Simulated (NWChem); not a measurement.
Molecule: C4H5F; SMILES C(=C)/C=C/F

```xyz
10

C     -0.2684     2.4519     0.0000
C      0.3782     1.2771     0.0000
C     -0.2761    -0.0217     0.0000
C      0.4035    -1.1716     0.0000
F     -0.2144    -2.3664     0.0000
H     -1.3546     2.5060     0.0000
H      0.2677     3.3958     0.0000
H      1.4685     1.2719     0.0000
H     -1.3634    -0.0588     0.0000
H      1.4862    -1.2654     0.0000
```
Atoms are numbered in this order, from 1.

Results from NWChem. The geometry was optimised at B3LYP/6-31G* (spherical d). Level: B3LYP/def2-SVP with SMD (1 M gas to 1 M solution), gas-phase geometry.

```tsv
solvent	dielectric constant	solvation free energy (kcal/mol)	cavity-dispersion-structure term (kcal/mol)	dipole in solution (D)
water	78.4	1.0	4.5	1.39
acetonitrile	35.7	-2.8	0.6	1.38
1-propanol	20.5	-2.2	1.2	1.38
chloroform	4.71	-3.2	-0.5	1.33
cyclohexane	2.02	-2.2	-0.5	1.26
benzene	2.27	-2.6	-0.7	1.28
```
